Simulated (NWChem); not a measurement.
System meant: AlSiH5; SMILES [AlH2][SiH3]

Input file for NWChem:

```
start job
memory heap 200 mb stack 900 mb global 1100 mb
geometry units angstroms noautosym nocenter noautoz
  Al     0.009985     1.314547    -0.005776
  H     -1.383425     2.109535     0.013667
  H      1.379261     2.149653     0.019034
  Si     0.018279    -1.148372    -0.029865
  H     -0.279368    -1.669180     1.358168
  H      1.341413    -1.736702    -0.450713
  H     -1.047049    -1.708047    -0.940824
end
basis spherical
  * library 6-31g*
end
dft
  xc m06-2x
  iterations 150
end
property
  shielding
end
task dft property
```

End of the output:

```
 Vector   19  Occ=0.000000D+00  E= 5.050675D-02
              MO Center= -7.1D-02, -1.7D-01,  8.1D-02, r^2= 5.1D+00
   Bfn.  Coefficient  Atom+Function         Bfn.  Coefficient  Atom+Function
  ----- ------------  ---------------      ----- ------------  ---------------
    33      0.809958  4 Si px                44     -0.728605  6 H  s
    46      0.555861  7 H  s                 11      0.532844  1 Al px
    22     -0.465804  3 H  s                 20      0.430407  2 H  s
     7      0.207271  1 Al px                29      0.201235  4 Si px
    42      0.143108  5 H  s                 43     -0.118667  6 H  s

 center of mass
 --------------
 x =   0.02493649 y =   0.07808503 z =  -0.03124628

 moments of inertia (a.u.)
 ------------------
         372.509594451647           1.051360019810          -0.016931908790
           1.051360019810          35.034141295168          -3.533850178375
          -0.016931908790          -3.533850178375         386.361141644494

     Multipole analysis of the density
     ---------------------------------

     L   x y z        total         alpha         beta         nuclear
     -   - - -        -----         -----         ----         -------
     0   0 0 0     -0.000000    -16.000000    -16.000000     32.000000

     1   1 0 0      0.010105     -0.369626     -0.369626      0.749358
     1   0 1 0      0.152615     -0.072189     -0.072189      0.296993
     1   0 0 1     -0.018093      0.457589      0.457589     -0.933271

     2   2 0 0    -24.439756    -24.354259    -24.354259     24.268762
     2   1 1 0     -0.001404      0.269988      0.269988     -0.541379
     2   1 0 1     -0.006674     -0.003375     -0.003375      0.000075
     2   0 2 0    -25.415389   -117.550431   -117.550431    209.685473
     2   0 1 1     -0.103446     -1.076414     -1.076414      2.049382
     2   0 0 2    -19.954117    -15.237918    -15.237918     10.521719

          -----------------------------------------
          Chemical Shielding Tensors (GIAO, in ppm)
          -----------------------------------------

 ------------------------------------------------------------------------
  xm06: d2 not coded                    0
 ------------------------------------------------------------------------
 ------------------------------------------------------------------------
  current input line :
    22: task dft property
 ------------------------------------------------------------------------
 ------------------------------------------------------------------------
 This error has not yet been assigned to a category
 ------------------------------------------------------------------------
 For more information see the NWChem manual at https://nwchemgit.github.io

0: xm06: d2 not coded:Received an Error in Communication
```

Q: Can this run be used? If not, why, and what is the fix?

A: The run crashed. Cause: this functional's second derivatives, which shieldings need, aren't coded here; the fix takes a hybrid GGA instead. This input runs:
```
start job
memory heap 200 mb stack 900 mb global 1100 mb
geometry units angstroms noautosym nocenter noautoz
  Al     0.009985     1.314547    -0.005776
  H     -1.383425     2.109535     0.013667
  H      1.379261     2.149653     0.019034
  Si     0.018279    -1.148372    -0.029865
  H     -0.279368    -1.669180     1.358168
  H      1.341413    -1.736702    -0.450713
  H     -1.047049    -1.708047    -0.940824
end
basis spherical
  * library 6-31g*
end
dft
  xc pbe0
  iterations 150
end
property
  shielding
end
task dft property
```
It converges to -534.61050 Ha (PBE0/6-31G* (spherical d), GIAO).
